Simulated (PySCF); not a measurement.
Molfile (atoms numbered from 1):
```
C8H18BN
     RDKit          3D

 28 27  0  0  0  0  0  0  0  0999 V2000
    3.2896    2.3076    1.6579 C   0  0  0  0  0  0  0  0  0  0  0  0
    2.6544    1.1603    1.0477 C   0  0  0  0  0  0  0  0  0  0  0  0
    2.1499    0.2480    0.5599 N   0  0  0  0  0  0  0  0  0  0  0  0
    1.4129   -0.9533   -0.0500 B   0  0  0  0  0  0  0  0  0  0  0  0
    0.0115   -1.1785    0.7728 C   0  0  0  0  0  0  0  0  0  0  0  0
    0.3103   -1.6196    2.2076 C   0  0  0  0  0  0  0  0  0  0  0  0
   -0.7398   -2.3065    0.0627 C   0  0  0  0  0  0  0  0  0  0  0  0
   -0.8591    0.0883    0.8439 C   0  0  0  0  0  0  0  0  0  0  0  0
   -1.2645    0.7328   -0.4754 C   0  0  0  0  0  0  0  0  0  0  0  0
   -2.1178    1.9777   -0.2865 C   0  0  0  0  0  0  0  0  0  0  0  0
    4.0729    2.7014    0.9941 H   0  0  0  0  0  0  0  0  0  0  0  0
    3.7438    2.0196    2.6171 H   0  0  0  0  0  0  0  0  0  0  0  0
    2.5434    3.0951    1.8376 H   0  0  0  0  0  0  0  0  0  0  0  0
    1.2681   -0.6604   -1.2318 H   0  0  0  0  0  0  0  0  0  0  0  0
    2.1882   -1.8969    0.0734 H   0  0  0  0  0  0  0  0  0  0  0  0
    0.9061   -2.5456    2.2239 H   0  0  0  0  0  0  0  0  0  0  0  0
    0.8779   -0.8520    2.7620 H   0  0  0  0  0  0  0  0  0  0  0  0
   -0.6187   -1.8052    2.7772 H   0  0  0  0  0  0  0  0  0  0  0  0
   -1.7037   -2.5219    0.5595 H   0  0  0  0  0  0  0  0  0  0  0  0
   -0.1464   -3.2345    0.0687 H   0  0  0  0  0  0  0  0  0  0  0  0
   -0.9490   -2.0650   -0.9904 H   0  0  0  0  0  0  0  0  0  0  0  0
   -0.3335    0.8482    1.4553 H   0  0  0  0  0  0  0  0  0  0  0  0
   -1.7783   -0.1459    1.4176 H   0  0  0  0  0  0  0  0  0  0  0  0
   -1.8164    0.0023   -1.0899 H   0  0  0  0  0  0  0  0  0  0  0  0
   -0.3624    0.9822   -1.0577 H   0  0  0  0  0  0  0  0  0  0  0  0
   -2.4019    2.4299   -1.2494 H   0  0  0  0  0  0  0  0  0  0  0  0
   -1.5827    2.7468    0.2957 H   0  0  0  0  0  0  0  0  0  0  0  0
   -3.0474    1.7483    0.2595 H   0  0  0  0  0  0  0  0  0  0  0  0
  1  2  1  0
  2  3  3  0
  3  4  1  0
  4  5  1  0
  5  6  1  0
  5  7  1  0
  5  8  1  0
  8  9  1  0
  9 10  1  0
  1 11  1  0
  1 12  1  0
  1 13  1  0
  4 14  1  0
  4 15  1  0
  6 16  1  0
  6 17  1  0
  6 18  1  0
  7 19  1  0
  7 20  1  0
  7 21  1  0
  8 22  1  0
  8 23  1  0
  9 24  1  0
  9 25  1  0
 10 26  1  0
 10 27  1  0
 10 28  1  0
M  CHG  2   3   1   4  -1
M  END
```

Geometry: PBE0-D3(BJ)/def2-SVP; GIAO shifts from PySCF, gas phase, non-relativistic, averaged over equivalent atoms.

At KT2/pcSseg-1 (260 basis functions, 2.9 min wall time (2.5 min CPU) on 1 thread of an Arm Neoverse N1, shared host):
```csv
atoms,δ (ppm)
C2,106.0
C8,49.4
C6/C7,31.3
C5,28.9
C9,23.8
C10,18.0
C1,2.8
N3,224.3
B4,-25.5
H14/H15,2.37
H11/H12/H13,2.32
H24/H25,1.41
H26/H27/H28,0.94
H22/H23,0.92
H16/H17/H18/H19/H20/H21,0.87
```

Chemical shifts δ = σref − σ; TMS for ¹³C (σ = 183.22 ppm), ¹H (σ = 31.18 ppm); ¹⁵N (σ = 264.30 ppm) against NH3; ¹¹B (σ = 99.90 ppm) vs BF3·OEt2, all at this level.

Estimate the result of repeating the calculation with PBE0/pcSseg-1.

## Answers


```json
{"atoms": "C2", "δ at PBE0/pcSseg-1": "116.2", "change": "+10.2"}
{"atoms": "C8", "δ at PBE0/pcSseg-1": "47.9", "change": "-1.5"}
{"atoms": "C6/C7", "δ at PBE0/pcSseg-1": "31.1", "change": "-0.2"}
{"atoms": "C5", "δ at PBE0/pcSseg-1": "24.3", "change": "-4.6"}
{"atoms": "C9", "δ at PBE0/pcSseg-1": "21.7", "change": "-2.1"}
{"atoms": "C10", "δ at PBE0/pcSseg-1": "17.7", "change": "-0.3"}
{"atoms": "C1", "δ at PBE0/pcSseg-1": "2.0", "change": "-0.8"}
{"atoms": "N3", "δ at PBE0/pcSseg-1": "238.0", "change": "+13.7"}
{"atoms": "B4", "δ at PBE0/pcSseg-1": "-24.7", "change": "+0.8"}
{"atoms": "H14/H15", "δ at PBE0/pcSseg-1": "2.16", "change": "-0.21"}
{"atoms": "H11/H12/H13", "δ at PBE0/pcSseg-1": "2.26", "change": "-0.06"}
{"atoms": "H24/H25", "δ at PBE0/pcSseg-1": "1.32", "change": "-0.09"}
{"atoms": "H26/H27/H28", "δ at PBE0/pcSseg-1": "0.90", "change": "-0.04"}
{"atoms": "H22/H23", "δ at PBE0/pcSseg-1": "0.78", "change": "-0.14"}
{"atoms": "H16/H17/H18/H19/H20/H21", "δ at PBE0/pcSseg-1": "0.80", "change": "-0.07"}
```

Scale: TMS for ¹³C (σ = 184.41 ppm) and ¹H (σ = 31.27 ppm); ¹⁵N (σ = 265.67 ppm) against NH3; ¹¹B (σ = 100.73 ppm) against BF3·OEt2 (reference shieldings calculated alike).

The largest change is at N3 (donor nitrogen of a Lewis adduct). Cost: 260 basis functions, 2.2 min wall time on 1 thread of an Arm Neoverse N1, shared host. The order of the carbon signals is the same at both levels.

A carbon bonded to boron is broadened by the quadrupolar boron nucleus and is often missing from a measured spectrum. Experimental scales use liquid or dissolved standards, which lie at an offset from isolated NH3 (liquid NH3: subtract about 20 ppm). Unscaled 15N shifts of sp2 nitrogen come out 20 to 40 ppm too high even then.
